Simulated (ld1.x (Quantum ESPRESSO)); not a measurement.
# An all-electron radial function and its pseudo partner (phosphorus (P))

Columns: radius, all-electron u(r) and pseudo u(r) of the 3p shell (level -14.08 eV) of phosphorus in the configuration [Ne] 3s2 3p2; BLYP, non-relativistic, TM semilocal scheme, ld1.x (Quantum ESPRESSO) 7.5.

| r (bohr) | all-electron | pseudo |
| --- | --- | --- |
| 0.072 | 0.0921 | -0.0038 |
| 0.145 | 0.2243 | -0.0154 |
| 0.217 | 0.3069 | -0.0340 |
| 0.290 | 0.3313 | -0.0594 |
| 0.362 | 0.3069 | -0.0899 |
| 0.435 | 0.2478 | -0.1253 |
| 0.507 | 0.1683 | -0.1635 |
| 0.580 | 0.0762 | -0.2045 |
| 0.652 | -0.0189 | -0.2463 |
| 0.725 | -0.1145 | -0.2897 |
| 0.798 | -0.2061 | -0.3338 |
| 0.870 | -0.2902 | -0.3779 |
| 0.942 | -0.3670 | -0.4225 |
| 1.015 | -0.4367 | -0.4680 |
| 1.088 | -0.4980 | -0.5131 |
| 1.160 | -0.5503 | -0.5563 |
| 1.232 | -0.5948 | -0.5965 |
| 1.305 | -0.6325 | -0.6327 |
| 1.378 | -0.6629 | -0.6629 |
| 1.450 | -0.6863 | -0.6863 |
| 1.522 | -0.7036 | -0.7036 |
| 1.595 | -0.7156 | -0.7156 |
| 1.668 | -0.7224 | -0.7224 |
| 1.740 | -0.7247 | -0.7247 |
| 1.812 | -0.7231 | -0.7231 |
| 1.885 | -0.7180 | -0.7180 |

(1) How many radial nodes do the two functions have?

(2) At about which radius was the pseudo-wave matched?

(3) Where does each function peak?

(4) Is the pseudo-wave norm-conserving?

## Answers

(1) The all-electron 3p function has n − l − 1 = 1; the pseudo-wave has 0, since the states of the same l below it are removed with the core.

(2) 1.45 bohr. The columns agree to 0.0005 from 1.30 bohr on; several derivatives are matched, so the curves merge somewhat inside the radius.

(3) Outermost all-electron maximum near 1.74 bohr, pseudo maximum near 1.74 bohr (to the table’s step).

(4) Yes: the TM semilocal scheme keeps the norm inside the radius equal to the all-electron one, which fixes the energy derivative of the logarithmic derivative at the level.
